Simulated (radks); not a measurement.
Valence configurations of Bi II. Calculated with a radial shooting solver on a logarithmic mesh with Libxc functionals: Dirac Kohn-Sham, PBE, spin-unpolarised, spherical densities, point nucleus; open shells fill j = l - 1/2 first. Energies are relative to [Hg] 6p2; eigenvalues in eV.

| valence | E (eV) | e(4f5/2) | e(4f7/2) | e(5d3/2) | e(5d5/2) | e(6p1/2) |
|---|---|---|---|---|---|---|
| [Hg] 6p2 | 0.000 | -162.18 | -156.69 | -35.875 | -32.879 | -12.542 |
| [Xe] 4f14 5d10 6s1.5 6p2.5 | 5.558 | -163.22 | -157.73 | -36.848 | -33.840 | -13.068 |
| [Xe] 4f14 5d10 6s1 6p3 | 11.212 | -164.24 | -158.75 | -37.794 | -34.773 | -13.574 |
| [Xe] 4f14 5d9.5 6s2 6p2.5 | 11.710 | -165.44 | -159.95 | -38.367 | -35.303 | -13.447 |
| [Xe] 4f14 5d10 6p4 | 22.788 | -166.21 | -160.72 | -39.613 | -36.568 | -14.533 |
| [Xe] 4f14 5d9 6s2 6p3 | 24.268 | -168.72 | -163.22 | -40.828 | -37.696 | -14.324 |
| [Xe] 4f13.5 5d10 6s2 6p2.5 | 75.528 | -172.40 | -166.84 | -39.359 | -36.200 | -13.505 |
| [Xe] 4f13 5d10 6s0.5 6p4.5 | 174.49 | -185.73 | -180.09 | -45.591 | -42.235 | -15.869 |
| [Xe] 4f13 5d10 6p5 | 180.89 | -186.68 | -181.03 | -46.455 | -43.087 | -16.313 |
| [Xe] 4f12 5d10 6s2 6p4 | 330.88 | -204.00 | -198.20 | -50.061 | -46.413 | -16.309 |

NIST lists [Hg] 6p2 as the ground configuration; this level of theory agrees among the configurations tried. The energies are those of spherical spin-averaged densities, not of single terms.
